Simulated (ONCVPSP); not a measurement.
## Transferability test, ONCV potential for Zn

```
Element                 : Zn (Z = 30)
Generator               : ONCVPSP 4.0.1
Type                    : optimised norm-conserving Vanderbilt (ONCV)
Functional              : PBE
Relativity              : scalar-relativistic
Frozen core             : [Ne]
Valence charge          : 20
Reference configuration : 3s2 3p6 3d10 4s2
Partial waves           : 3s+4s: rc 1.00 bohr, ncon 4, nbas 7, qcut 12.4 1/bohr, 2 projectors; 3p: rc 0.75 bohr, ncon 3, nbas 6, qcut 9.1 1/bohr, 2 projectors, debl 3.5 Ha; 3d: rc 1.15 bohr, ncon 4, nbas 9, qcut 10.8 1/bohr, 2 projectors, debl 1 Ha; f scattering state at 0.31 Ha: rc 1.05 bohr, ncon 5, nbas 8, qcut 10.6 1/bohr, 1 projector
Local potential         : polynomial inside 0.55 bohr (lpopt 5, dvloc0 2 Ha)
Core correction         : Teter function, fcfact 5.5, rcfact 1.1
```

Energies are relative to the spin-unpolarised reference configuration 3s2 3p6 3d10 4s2; without spin polarisation the order of configurations can differ from experiment.

| valence configuration | charge | ΔE all-electron (eV) | error AE − PS (meV) |
| --- | --- | --- | --- |
| 3s2 3p6 3d10 4s0 | +2 | 28.331 | +5.2 |
| 3s2 3p5 3d10 4s2 | +1 | 92.032 | -127 |

Question: What are ΔE and the potential's error for 3s2 3p6 3d10 4s1?

Answer: ΔE = 9.889 eV all-electron; the error (AE − PS) is +0.7 meV.

Question: What are ΔE and the potential's error for 3s2 3p6 3d9 4s0?

Answer: ΔE = 68.865 eV all-electron; the error (AE − PS) is +2.0 meV.
